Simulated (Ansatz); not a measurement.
`O[SiH2][SiH](Cl)Cl` + `O[SiH2]F` → `O[SiH2]O[SiH2]F` + dichlorosilane  (cleavage of the Si–Si bond)

Gas-phase electronic energies from Ansatz, PBE0-D4/def2-TZVP geometries. CCSD(T)/CBS adds triple-zeta CCSD(T) − MP2 to the extrapolated MP2 energy (def2 sets, frozen cores). Functionals use def2-TZVPP. Each species was taken in one conformer, which may not be the lowest.

`O[SiH2][SiH](Cl)Cl`:

```xyz
9

O    -0.904    1.140    1.500
Si   -0.781    0.775   -0.102
Si    0.601   -1.101   -0.383
Cl    1.174   -1.265   -2.347
Cl    2.262   -0.759    0.794
H    -0.086    1.245    1.990
H    -2.157    0.507   -0.581
H    -0.171    1.876   -0.897
H     0.060   -2.417    0.026
```

`O[SiH2]F`:

Cartesian coordinates in Å:
```
O -0.425 1.009 0.648
Si 0.232 -0.163 -0.274
F -0.890 -0.916 -1.124
H -0.950 0.763 1.411
H 1.147 0.511 -1.213
H 0.886 -1.205 0.552
```

`O[SiH2]O[SiH2]F`:

Cartesian coordinates in Å:
```
O 0.287 1.493 1.852
Si -0.728 0.553 0.980
O 0.099 -0.459 -0.005
Si 0.586 -0.836 -1.501
F -0.372 -1.965 -2.090
H 0.785 1.090 2.564
H -1.535 1.489 0.169
H -1.553 -0.301 1.866
H 0.483 0.337 -2.397
H 1.949 -1.401 -1.436
```

`Cl[SiH2]Cl`:

Z-matrix (Å, degrees):
```
Si
Cl 1 2.040
Cl 1 2.040 2 110.1
H 1 1.476 2 108.5 3 -118.6
H 1 1.476 2 108.5 3 118.6
```

```json
{"level": "LDA (SPW92)", "ΔE (kJ/mol)": "-110.3", "difference from CCSD(T)/CBS": "24.8"}
{"level": "revPBE-D4", "ΔE (kJ/mol)": "-103.5", "difference from CCSD(T)/CBS": "31.6"}
{"level": "PBE0-D4", "ΔE (kJ/mol)": "-115.5", "difference from CCSD(T)/CBS": "19.6"}
{"level": "CAM-B3LYP-D4", "ΔE (kJ/mol)": "-139.4", "difference from CCSD(T)/CBS": "-4.3"}
{"level": "PBE-QIDH", "ΔE (kJ/mol)": "-132.3", "difference from CCSD(T)/CBS": "2.8"}
{"level": "BLYP", "ΔE (kJ/mol)": "-127.1", "difference from CCSD(T)/CBS": "8.0"}
{"level": "r2SCANh", "ΔE (kJ/mol)": "-130.4", "difference from CCSD(T)/CBS": "4.7"}
{"level": "r2SCAN0", "ΔE (kJ/mol)": "-133.5", "difference from CCSD(T)/CBS": "1.6"}
{"level": "BHLYP", "ΔE (kJ/mol)": "-148.4", "difference from CCSD(T)/CBS": "-13.3"}
{"level": "CAM-B3LYP", "ΔE (kJ/mol)": "-142.4", "difference from CCSD(T)/CBS": "-7.3"}
{"level": "CCSD/def2-SVP", "ΔE (kJ/mol)": "-138.5", "difference from CCSD(T)/CBS": "-3.4"}
{"level": "HF/def2-TZVPP", "ΔE (kJ/mol)": "-164.4", "difference from CCSD(T)/CBS": "-29.3"}
{"level": "SCS-MP2/def2-TZVPP", "ΔE (kJ/mol)": "-146.6", "difference from CCSD(T)/CBS": "-11.5"}
{"level": "CCSD/def2-TZVPP", "ΔE (kJ/mol)": "-141.6", "difference from CCSD(T)/CBS": "-6.5"}
{"level": "MP2/def2-QZVPP", "ΔE (kJ/mol)": "-142.1", "difference from CCSD(T)/CBS": "-7.0"}
{"level": "CCSD/CBS(def2)", "ΔE (kJ/mol)": "-139.4", "difference from CCSD(T)/CBS": "-4.3"}
{"level": "CCSD(T)/CBS", "ΔE (kJ/mol)": "-135.1", "difference from CCSD(T)/CBS": "0"}
```

Largest T1 diagnostic among the species: 0.012.

From PBE to PBE0 (25 % exact exchange), in def2-TZVPP and without D4, ΔE moves by −11.0 kJ/mol. The D4 term adds +4.8 kJ/mol with B3LYP and +2.7 kJ/mol with PBE0; it sums over pairs of atoms, weighted by their polarisabilities, and B3LYP, whose exchange is more repulsive, gets the larger term.

CCSD(T)/CBS has its own doubt, a few kJ/mol and more with outer-core shells, so smaller differences from it don't rank the levels.

B3LYP here is the variant with VWN-RPA as its local correlation; programs differ in this.
